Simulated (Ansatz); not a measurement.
Ge oxide hydroxide: binding per atom (eV) at several levels, gas phase, relaxed structures; Ansatz. Clusters are the lowest isomers that short searches found in that spin, judged at the geometry's level. Binding counts from free atoms in the multiplicity of their measured ground term, without zero-point energy. A dash marks a value that wasn't run or was left out as unsound. The structures are stationary points that may keep the symmetry of their start. Correlated methods freeze inner cores and use unrestricted references for open shells. Remarks come from the PBE and PBE0 runs and from stability tests at other levels; not every state was tested.

```csv
species,state,geometry,PBE-D4/def2-SVP,PBE-D4/def2-TZVP,r2SCAN-D4/def2-TZVP,PBE0-D4/def2-SVP,PBE0-D4/def2-TZVP,MP2/def2-SVP,remarks
GeO3H2,singlet,PBE-D4/def2-SVP,3.33,3.35,3.21,3.06,3.11,–,restricted SCF unstable in HF
GeO4H4,singlet,PBE-D4/def2-SVP,3.52,3.52,3.42,3.33,3.34,–,–
Ge3O7H2,singlet,r2SCAN-D4/def2-SVP,4.09,4.09,3.96,3.81,3.84,3.76,–
Ge3O8H4,singlet,PBE-D4/def2-SVP,3.89,3.88,3.75,3.63,3.65,3.54,restricted SCF unstable in HF
Ge3O9H6,singlet,PBE-D4/def2-SVP,3.74,3.71,3.56,3.48,3.47,3.36,–
Ge3O10H8,singlet,PBE-D4/def2-SVP,3.67,3.65,3.53,3.44,3.44,3.35,–
Ge4O9H2,singlet,PBE-D4/def2-SVP,4.33,4.34,4.19,4.04,4.07,4.03,–
```
